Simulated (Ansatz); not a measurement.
The cluster HW₂. Charge 0, multiplicity 4. Geometry PBE-D4/def2-TZVP; atoms count from 1.

Cartesian coordinates in Å:
```
W 1.176 -0.783 -0.756
W -0.198 0.820 -0.253
H -0.978 -0.037 1.009
```

In the def2 sets W takes a core potential; there is no spin–orbit coupling. The charge 0 quartet is spin-contaminated (final ⟨S²⟩ up to 4.40, 3.75 for a pure state). At PBE0-D4/def2-TZVP a doublet of charge 0 lies 0.77 eV below the quartet, each at its own geometry. That doublet is doubtful there (⟨S²⟩ 2.41, where a pure state has 0.75). The structure comes from a short search, and lower isomers may exist.

(1) Estimate the Mulliken populations from the PBE0/def2-TZVP orbitals of Ansatz.

(2) Where does the spin sit?

(3) And the Mayer bond orders between bonded heavy atoms (over 0.3)?

Answers

(1) 
```csv
atom,charge (e),spin (α − β),d electrons
W1,0.07,3.29,4.71
W2,0.03,-0.33,4.63
H3,-0.10,0.04,–
```
Mulliken values and Mayer orders depend strongly on the basis.

(2) Summed by element: W 2.96, H 0.04, of 3 unpaired in all. Largest on single atoms: W1 3.29, W2 -0.33, H3 0.04.

(3) W1–W2 3.39 (2.17 Å).
